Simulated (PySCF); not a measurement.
A GIAO shielding run with PySCF (density fitting, non-relativistic, gas phase) on `C[SiH2][C@H](CF)OC1CC1`, C6H13FOSi:

```
$ OMP_NUM_THREADS=1 python probes_run.py task.json out

{"job": {"kind": "nmr", "xc": "PBE0", "basis": "pcSseg-1"}, "charge": 0, "multiplicity": 1}
C     -1.638327    -0.559655    -2.371248
Si    -2.117176     0.355874    -0.782340
C     -0.719030     0.047449     0.487744
C     -1.026054     0.583872     1.873035
F     -0.137594     0.112777     2.819263
O      0.373939     0.728740    -0.123799
C      1.635445     0.262279     0.241068
C      2.174648    -0.973029    -0.424635
C      2.722202     0.379841    -0.777023
H     -0.673558    -0.218336    -2.736219
H     -1.574334    -1.633778    -2.214461
H     -2.369775    -0.385027    -3.153996
H     -3.382843    -0.156142    -0.235734
H     -2.199170     1.799995    -1.001330
H     -0.480740    -1.020194     0.582813
H     -2.018053     0.262171     2.201803
H     -0.955125     1.674441     1.891241
H      1.882059     0.423181     1.287388
H      1.546212    -1.459601    -1.155697
H      2.784484    -1.648339     0.155399
H      2.451029     0.795241    -1.734676
H      3.711351     0.647626    -0.440428
```

Hardware: 1 thread of an Arm Neoverse N1, shared host. The job also computes population analyses, field gradients, ring-centre shieldings.

(1) How large is the calculation?

(2) How long does it take, and how much memory does it need?

## Answers

(1) 80 electrons, 225 basis functions and 1187 auxiliary functions.

(2) 89 s of wall time, with 14 SCF cycles and 4 response iterations; peak memory 1 GiB. Times on a shared host scatter by some tens of per cent.
